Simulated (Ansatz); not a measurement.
Isolated molecules relaxed with PBE0-D4/def2-TZVP in Ansatz; ΔE leaves out vibrations. CCSD(T)/CBS is the MP2 limit (def2-TZVPP, def2-QZVPP) plus CCSD(T) − MP2 in def2-TZVPP, frozen cores. This one scheme is used for every species. DFT in def2-TZVPP. B3LYP here is the variant with VWN-RPA as its local correlation; programs differ in this. HSE06 is defined as in plane-wave codes. One conformer a species, not always the lowest.

Reaction (hydrogenolysis of the Si–F bond): `C[SiH](O)F` + H₂ → `C[SiH2]O` + H–F

`C[SiH](O)F`:

Cartesian coordinates in Å:
```
C 1.116 0.097 -0.281
Si -0.666 -0.369 -0.102
O -1.334 0.170 1.289
F -1.446 0.256 -1.353
H 1.520 -0.288 -1.221
H 1.707 -0.317 0.539
H 1.246 1.183 -0.282
H -0.902 -1.827 -0.110
H -1.243 1.095 1.521
```

H₂:

```xyz
2

H     0.235    0.054   -0.285
H    -0.235   -0.054    0.285
```

`C[SiH2]O`:

Cartesian coordinates in Å:
```
C -0.311 1.026 -0.477
Si 0.216 -0.723 -0.106
O 0.793 -0.899 1.431
H -0.642 1.108 -1.516
H 0.517 1.723 -0.328
H -1.141 1.338 0.162
H 1.339 -1.127 -0.986
H -0.943 -1.634 -0.335
H 0.171 -0.811 2.154
```

H–F:

Z-matrix (Å, degrees):
```
F
H 1 0.920
```

```
             level  ΔE (kJ/mol)  difference from CCSD(T)/CBS
       LDA (SPW92)        138.8                         -2.3
            PBE-D4        135.9                         -5.2
         revPBE-D4        135.9                         -5.2
           BLYP-D4        145.4                          4.3
         r2SCAN-D4        149.8                          8.7
           PBE0-D4        134.9                         -6.2
          B3LYP-D4        144.4                          3.3
        r2SCANh-D4        148.2                          7.1
        r2SCAN0-D4        145.9                          4.8
          HSE06-D4        134.6                         -6.5
          BHLYP-D4        145.9                          4.8
      CAM-B3LYP-D4        147.0                          5.9
           ωB97X-V        143.0                          1.9
           ωB97M-V        145.2                          4.1
            B2PLYP        144.3                          3.2
               PBE        134.5                         -6.6
            revPBE        131.6                         -9.5
              BLYP        142.1                          1.0
            r2SCAN        149.4                          8.3
              PBE0        133.7                         -7.4
             B3LYP        142.0                          0.9
           r2SCANh        147.8                          6.7
             HSE06        133.4                         -7.7
             BHLYP        144.1                          3.0
         CAM-B3LYP        145.7                          4.6
           LC-ωPBE        138.2                         -2.9
RPA@PBE/def2-TZVPP        136.8                         -4.3
       HF/def2-SVP        126.6                        -14.5
     CCSD/def2-SVP        128.8                        -12.3
  CCSD(T)/def2-SVP        129.9                        -11.2
     HF/def2-TZVPP        141.7                          0.6
    MP2/def2-TZVPP        143.8                          2.7
SCS-MP2/def2-TZVPP        142.8                          1.7
   CCSD/def2-TZVPP        138.7                         -2.4
CCSD(T)/def2-TZVPP        139.9                         -1.2
     HF/def2-QZVPP        143.4                          2.3
    MP2/def2-QZVPP        145.0                          3.9
      HF/CBS(def2)        143.6                          2.5
     MP2/CBS(def2)        144.9                          3.8
    CCSD/CBS(def2)        139.9                         -1.2
       CCSD(T)/CBS        141.1                            0
```

Largest T1 diagnostic among the species: 0.011.

At CCSD(T), def2-SVP lies −11.2 kJ/mol from the extrapolated value and def2-TZVPP −1.2 kJ/mol. From r2SCAN to r2SCAN0 (25 % exact exchange), in def2-TZVPP and without D4, ΔE moves by −3.9 kJ/mol. Leaving LDA and LC-ωPBE aside and taking each functional with its dispersion term where it has one, the values spread over 15.2 kJ/mol, from HSE06-D4 to r2SCAN-D4. LDA lies +4.3 kJ/mol from PBE without D4.
